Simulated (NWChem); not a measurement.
Correlation energy of H$_{2}$BO$_{2}$

```xyz
5

O     -1.2159     0.0000    -0.0411
B      0.0000     0.0000     0.5379
O      1.2159     0.0000    -0.0411
H     -1.2184     0.0000    -1.0157
H      1.2184     0.0000    -1.0157
```
Charge 0, spin multiplicity 2.

All runs are NWChem calculations. The geometry was optimised at UB3LYP/def2-SVP, a minimum by its harmonic frequencies. It is one conformer; others weren't searched.

Basis set: cc-pVDZ. Each correlation energy counts from its own Hartree-Fock reference.

The correlated methods keep 3 core orbitals frozen. The structure started from a generated list of species. The unpaired electrons of the parent sit in orbitals of symmetry a1 (C2v labels of the run); other states weren't searched. No SCF solution was tested for a lower state. Open-shell Hartree-Fock references start from PBE0 orbitals. Coupled-cluster values serve here as a point of comparison, not as the truth.

Task: For the correlation energy, URI-MP2 gives -436.7 mHa and UMP2 gives -436.7 mHa. What do SCS-UMP2, CCSD on UHF, CCSD[T] on UHF give?

Result: SCS-UMP2: -421.7 mHa; CCSD on UHF: -451.2 mHa; CCSD[T] on UHF: -462.8 mHa.
